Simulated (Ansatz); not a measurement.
Calculated with Ansatz (gas phase, PBE0-D4/def2-TZVP geometries, no zero-point term in ΔE). CBS: MP2 limit from def2 TZ/QZ plus the TZ coupled-cluster correction, frozen cores. This one scheme is used for every species. Each species was taken in one conformer, which may not be the lowest.

Consider the ligand exchange at the Si–O bond: `C[SiH](O)O[SiH2]O` + `O[SiH](Cl)Cl` → `O[SiH2]O[SiH](Cl)Cl` + `C[SiH](O)O`.

```
              species  MP2/def2-TZVPP energy (Eh)
  `C[SiH](O)O[SiH2]O`                  -846.49201
       `O[SiH](Cl)Cl`                 -1284.93387
`O[SiH2]O[SiH](Cl)Cl`                 -1650.40037
         `C[SiH](O)O`                  -481.02495
```

**Question.** Work out ΔE.

**Answer.** ΔE = (-1650.40037) + (-481.02495) − (-846.49201) − (-1284.93387) = 0.00056 Eh = +0.4 kcal/mol. CCSD(T)/CBS gives +0.3 kcal/mol.

Largest T1 diagnostic among the species: 0.011.
